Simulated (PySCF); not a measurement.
Species: C3H7FSi.
Numbering: `[F:1][SiH:2]1[CH2:3][CH2:4][CH2:5]1`

A calculation gives these core lines: C 1s: 290.22 (area 2), 290.98 (area 1) eV; F 1s: 692.01 eV; Si 1s: 1847.42 eV; Si 2p3/2: 107.50 eV.

Theory: PySCF 2.14.0, delta-SCF UKS SCAN, pcX-2 on the ionised atom, pcseg-1 elsewhere, spin-free X2C. One conformer (not necessarily the lowest) at the PBE0-D3(BJ)/def2-SVP geometry, without solvent, vibrations or thermal averaging.

**Question.** Which carbon gives which C 1s line?

**Answer.** 290.22 eV: C3/C5 (sp3 carbon bound to silicon); 290.98 eV: C4 (four-membered-ring carbon). Lowest listed C 1s: C3/C5, bonded to C, 2 H and Si. Highest, 0.76 eV above it: C4, bonded to 2 C and 2 H. Summing the Pauling electronegativity differences to the bonded atoms, each weighted by its formal bond order, gives -1.35 for the lowest site and -0.70 for the highest.

Bonded neighbours of each site: F1: Si; Si2: F, 2 C and H; C3/C5: C, 2 H and Si; C4: 2 C and 2 H.

**Question.** Which effective nuclear charge Zeff reproduces each element's mean 1s value in the hydrogen-like formula E = 13.606 eV × Zeff²?

**Answer.** C (Z = 6): mean 290.5 eV, Zeff = 4.62, Z − Zeff = 1.38; F (Z = 9): mean 692.0 eV, Zeff = 7.13, Z − Zeff = 1.87; Si (Z = 14): mean 1847.4 eV, Zeff = 11.65, Z − Zeff = 2.35. Means run over the listed sites, weighted by atom count.

Atoms equivalent by their bonding share one computed value, that of the first of them. For 2p shells one spin-free hole was relaxed; a mean-field spin–orbit operator and the ground-state splitting of the three 2p orbitals were then diagonalised within the shell. The shell's mean is (2 × 2p3/2 + 2p1/2)/3, and the degeneracies 2j + 1 give areas of 2:1. 2p1/2 minus 2p3/2 (ligand field included): Si 0.63 eV.
